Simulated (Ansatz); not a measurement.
Relaxation of ClF$_{5}$HW (8 atoms, charge 0, multiplicity 2), to a largest force component of 0.03 eV/Å in at most 50 steps.

Level of theory: UHF/def2-SVP (Ansatz).

```xyz
8
Properties=species:S:1:pos:R:3:forces:R:3
W 0.000 0.000 0.000 0.00 0.00 -0.54
F 0.000 0.000 1.869 0.00 0.00 0.31
F 1.814 0.000 -0.116 0.00 0.00 -0.02
F 0.000 1.815 -0.112 0.00 0.00 -0.02
F -1.814 0.000 -0.116 0.00 0.00 -0.02
F 0.000 -1.815 -0.112 0.00 0.00 -0.02
H 0.000 0.000 -1.710 0.00 0.00 0.07
Cl 0.000 0.000 4.577 0.00 0.00 0.25
```

Where does it end, and by what steps?

It converged. After 4 steps the energy has fallen by 0.045 eV; Cl8 moved furthest, 0.39 Å.

```tsv
step	energy less start (eV)	largest force component (eV/Å)	accepted
0	0.0000	0.542	yes
1	-0.0242	0.150	yes
2	-0.0393	0.100	yes
3	-0.0435	0.121	yes
4	-0.0449	0.027	yes
```

```xyz
8
Properties=species:S:1:pos:R:3
W 0.000 0.000 -0.051
F 0.000 0.000 1.833
F 1.814 0.000 -0.177
F 0.000 1.814 -0.177
F -1.814 0.000 -0.177
F 0.000 -1.814 -0.177
H 0.000 0.000 -1.756
Cl 0.000 0.000 4.964
```

Whether the end is a true minimum wasn't checked by a vibrational analysis.

Time of the run: 44 s on 4 threads of Arm Neoverse V1, with other jobs on the host, peak memory 0.48 GiB.
